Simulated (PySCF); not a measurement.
C₆ coefficients of unlike pairs at UHF

Calculated with PySCF 2.14 from the dipole response of each species, C₆(A,B) = (3/π) ∫ α_A(iu) α_B(iu) du, in atomic units, from isotropic polarisabilities. For ions this is the dispersion term alone; charge-induced terms of lower order in 1/R come first.

| species | configuration | basis | relativity | α (bohr³) | C₆ (like pair) |
| --- | --- | --- | --- | --- | --- |
| He | 1s2 (1S) | aug-cc-pV5Z (6s5p4d3f2g) | none | 1.321 | 1.373 |
| Ne | [Ne] (1S) | aug-cc-pVQZ (6s5p4d3f2g) | none | 2.329 | 5.472 |
| Mg⁺ | [Ne] 3s1 (2S) | dyall-acv3z (20s13p7d4f) | none | 38.82 | 179.7 |
| P⁺ | [Ne] 3s2 3p2 (3P) | aug-cc-pVDZ-DK (5s4p2d) | spin-free X2C | 14.50 | 76.09 |

Estimate C₆ for Mg⁺ with He.

The integral gives 11.01. The combination rule 2 C_A C_B / (C_A α_B/α_A + C_B α_A/α_B) gives 10.62 and the geometric mean 15.71.

No spin-orbit coupling is included.

The other pairs:

```
   pair     C₆
 Ne, He  2.712
Mg⁺, Ne  20.13
 P⁺, He  9.493
P⁺, Mg⁺  102.1
 P⁺, Ne  17.87
```
